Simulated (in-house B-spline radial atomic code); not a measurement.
Radial electron density of W³⁺, [Xe] 4f14 5d3. Level of theory: scalar-relativistic (X2C) LDA VWN5, spin-polarised, spherical fractional occupations, Fermi nucleus of rms radius 5.3658 fm; calculated with a radial B-spline atomic code at the basis-set limit.

One-electron X2C: radii and densities carry no picture-change correction, so inner-shell <1/r> comes out high (for 1s by about 2 % at Z = 33, 5 % at 54, 10 % at 75, 30 % at 118) and <r> low.

Columns: r (bohr), 4πr²n(r) (electrons per bohr), bar.

```
0.000335    2.758 #
0.000414     3.72 #
0.000513    5.019 ##
0.000635    6.735 ##
0.000786        9 ###
0.000972    11.95 ####
  0.0012    15.74 #####
 0.00149    20.73 #######
 0.00184    26.87 #########
 0.00228    34.57 ###########
 0.00283    43.92 ##############
  0.0035    54.58 ##################
 0.00433    66.37 #####################
 0.00536    78.59 #########################
 0.00664    90.03 #############################
 0.00821    98.98 ################################
  0.0102    103.9 ##################################
  0.0126    103.7 #################################
  0.0156    98.72 ################################
  0.0193     92.1 ##############################
  0.0239    88.94 #############################
  0.0296     94.5 ###############################
  0.0366    109.6 ###################################
  0.0453    127.7 #########################################
  0.0561    136.1 ############################################
  0.0694    127.5 #########################################
  0.0859    110.3 ####################################
   0.106    104.5 ##################################
   0.132    116.7 ######################################
   0.163    123.8 ########################################
   0.202    103.8 ##################################
    0.25    72.75 ########################
   0.309    64.03 #####################
   0.383    74.13 ########################
   0.474    71.75 #######################
   0.586    50.99 ################
   0.726    30.47 ##########
   0.898    20.14 #######
    1.11    14.81 #####
    1.38    9.576 ###
     1.7    5.093 ##
    2.11    2.151 #
    2.61   0.7646 
    3.23   0.2131 
       4  0.04051 
    4.95 0.004538 
    6.13 0.0002527
```

On this grid the curve has 4 maxima, near 0.0102, 0.0561, 0.163, 0.383 bohr.

The 4f down radial function P(r) = rR(r), positive near the nucleus:

| r (bohr) | P |
| --- | --- |
| 0.0239 | 0.002023 |
| 0.0366 | 0.00866 |
| 0.0561 | 0.03388 |
| 0.0859 | 0.1155 |
| 0.132 | 0.3295 |
| 0.202 | 0.7255 |
| 0.309 | 1.165 |
| 0.474 | 1.291 |
| 0.726 | 0.9738 |
| 1.11 | 0.5003 |
| 1.7 | 0.164 |
| 2.61 | 0.02909 |
| 4 | 0.002044 |
